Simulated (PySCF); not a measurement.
# First-order multiplets

Structure with atom numbers: `[N:1]#[C:2][CH2:3][CH2:4][C:5](=[O:6])[F:7]` (H(Xn): hydrogen on atom n).

- GFN2-xTB structure
- J: B3LYP/pcJ-1 (spin–dipole term only in couplings to heteroatoms)
- σ from GIAO-PBE0/pcSseg-1
- code: PySCF 2.14.0 with density-fitted response routines
- no relativistic terms, equivalent nuclei averaged, isolated molecule, single conformer

Referencing at the same level of theory: ¹H (σref 31.72) and ¹³C (σref 186.93) against TMS; ¹⁹F (σref 170.95) against CFCl3.

Spectrometer: 500 MHz for ¹H. First-order analysis; couplings under 1 Hz (under 4 Hz in carbon signals) are ignored, and nearly equal couplings are merged; the smaller ones broaden or split the lines further.

Problem. What pattern does H(C3) show (¹H)?

Solution. A triplet of doublets at δ 2.54: 7.1 Hz to H(C4) (2 × ¹H, 3 bonds away), 1.4 Hz to F7 (1 × ¹⁹F, 4 bonds away). Lines in Hz from the centre (relative intensity): +7.8 (1), +6.4 (1), +0.7 (2), -0.7 (2), -6.4 (1), -7.8 (1). The outer lines are 15.6 Hz apart, the sum of the couplings kept, or 0.031 ppm at this field.

Problem. What pattern does F7 show (¹⁹F)?

Solution. A triplet of triplets at δ 55.7: 5.8 Hz to H(C4) (2 × ¹H, 3 bonds away), 1.4 Hz to H(C3) (2 × ¹H, 4 bonds away). Lines in Hz from the centre (relative intensity): +7.2 (1), +5.8 (2), +4.4 (1), +1.4 (2), +0.0 (4), -1.4 (2), -4.4 (1), -5.8 (2), -7.2 (1). The outer lines are 14.4 Hz apart, the sum of the couplings kept, or 0.031 ppm at this field.

Problem. What pattern does H(C4) show (¹H)?

Solution. A triplet of doublets at δ 2.80: 7.1 Hz to H(C3) (2 × ¹H, 3 bonds away), 5.8 Hz to F7 (1 × ¹⁹F, 3 bonds away). Lines in Hz from the centre (relative intensity): +10.0 (1), +4.2 (1), +2.9 (2), -2.9 (2), -4.2 (1), -10.0 (1). The outer lines are 20.0 Hz apart, the sum of the couplings kept, or 0.040 ppm at this field.

Problem. What pattern does C5 show in the proton-coupled ¹³C spectrum?

Solution. A doublet of quintets at δ 171.2: 418.9 Hz to F7 (1 × ¹⁹F, 1 bond away), 8.8 Hz to H(C4) and H(C3) (4 × ¹H, 2 or 3 bonds away). Lines in Hz from the centre (relative intensity): +227.1 (1), +218.2 (4), +209.4 (6), +200.7 (4), +191.8 (1), -191.8 (1), -200.7 (4), -209.4 (6), -218.2 (4), -227.1 (1). The outer lines are 454.1 Hz apart, the sum of the couplings kept, or 3.612 ppm at this field.

Unscaled 3J(H,H) at this level run about 10 % above measured values. Vicinal H,H couplings across rotating CH2–CH2 and CH–CH2 bonds are estimated from the computed gauche and anti values for equal rotamer populations, (2 J gauche + J anti)/3.
